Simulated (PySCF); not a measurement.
Ge(F)3(SiH3) (F₃GeH₃Si), SMILES [F][Ge]([F])([F])[SiH3].

Geometry optimised at B3LYP-D3(BJ)/def2-SVP. The structure was generated by enumeration, and PubChem lists no compound with its InChIKey, so it may never have been made.

All values below come from PBE/def2-TZVP (PySCF).

The molecule is in vacuum.

### Question
Estimate the frontier levels, gap, dipole moment and polarisability. (An estimate is asked for; the answer gives what the named calculation found.)

### Answer

highest occupied level: -8.36 eV
lowest empty level: -1.84 eV
orbital gap: 6.51 eV
dipole moment: 3.96 D
quadrupole, principal values (traceless, Buckingham form, about the centre of nuclear charge): -2.57, -2.57, 5.14 D·Å
mean static polarisability: 56.9 bohr³ (8.43 Å³)
polarisability, principal values: 51.4, 51.4, 67.8 bohr³
